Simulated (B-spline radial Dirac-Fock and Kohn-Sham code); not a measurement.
# How the binding energies of Mo³³⁺ add up

System: Mo³³⁺, configuration [He] 2s2 2p5; nuclear rms radius 4.4091 fm (A = 98).

Input of the calculation (task.json; shells as n, l, electrons):

```json
{"items": [{
  "Z": 42,
  "q": 33,
  "cfg": [[1, 0, 2], [2, 0, 2], [2, 1, 5]],
  "A": 98,
  "rrms": 4.4091,
  "do": ["binding"]
}]}
```

Command: `python xray_run.py task.json out`

Method: Dirac-Fock energy differences between relaxed states, corrected for Breit and QED terms. Computed with an atomic code on a B-spline grid. Correlation and solid-state effects are left out. Energies are counted from the vacuum level.

All terms are in eV, carry their sign (relaxation lowers the binding energy) and add up to the binding energy; ⟨r⟩ is the mean radius of the orbital in the initial state.

| subshell | −ε (Koopmans) | relaxation | Breit | QED | binding energy | ⟨r⟩ (bohr) |
| --- | --- | --- | --- | --- | --- | --- |
| 1s | 22152.0 | -17.65 | -34.91 | -18.20 | 22081.3 | 0.035 |
| 2s | 4746.0 | -1.87 | -3.35 | -2.29 | 4738.5 | 0.149 |
| 2p | 4475.2 | -2.66 | -4.23 | 0.01 | 4468.3 | 0.131 |

For the deepest level, K (1s), the Breit terms make up -0.158 % of the binding energy, QED -0.082 % and orbital relaxation -0.080 %.

Going to the tabulated ground configuration of the next ion removes an electron from L2,3 (2p), computed at 4468.3 eV. NIST lists 4430 ± 7 eV as the ionisation energy of this species (semi-empirical), -38.28 eV from the computed value. Where a p, d or f shell is open in either ion the computed value averages over both j values and all terms, while the table refers to the lowest levels; that difference holds spin-orbit splitting (largest in heavy or highly charged ions), term energies where several electrons share open shells, and correlation, and it can reach 10 % or more.
